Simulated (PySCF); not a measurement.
## Ionisation energy of Pt⁺ by level of theory

Pt⁺ [Xe] 4f14 5d9 (2D) → Pt²⁺ [Xe] 4f14 5d8 (3F), as a difference of total energies. Computed with PySCF 2.14 in ANO-RCC-VTZP, with the spin-free X2C one-electron Hamiltonian (Gaussian nucleus). The calculations carry no spin-orbit coupling.

| method | ionisation energy (eV) |
| --- | --- |
| UHF | 16.916 |
| B3LYP | 19.107 |
| LC-wPBE | 18.716 |
| BHandHLYP | 18.584 |

The reference lies between the lowest fine-structure levels, while these numbers refer to the centres of the terms.

For comparison: 18.56 ± 0.12 eV (measured; NIST Atomic Spectra Database, ionization energies).
